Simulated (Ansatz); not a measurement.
Species: [B(CH3)3(CH3CN)] (charge 0, multiplicity 1).

Give a relaxed geometry from B3LYP-D3(BJ)/def2-SVP (Ansatz, an electronic-structure program).

the end point of this relaxation.
Cartesian coordinates (Å) in one orientation:
```xyz
19

B      0.000     0.017     0.056
C      0.863     0.700    -1.145
H      0.872     0.011    -2.008
H      1.917     0.886    -0.873
H      0.433     1.653    -1.502
C      0.685    -1.330     0.666
H      0.136    -1.744     1.530
H      1.736    -1.183     0.973
H      0.686    -2.109    -0.116
C     -1.581    -0.157    -0.294
H     -1.681    -0.885    -1.119
H     -2.058     0.780    -0.635
H     -2.174    -0.549     0.551
C      0.115     2.809     3.204
C      0.075     1.845     2.117
N      0.044     1.082     1.255
H      0.611     2.366     4.081
H     -0.908     3.103     3.484
H      0.672     3.705     2.893
```
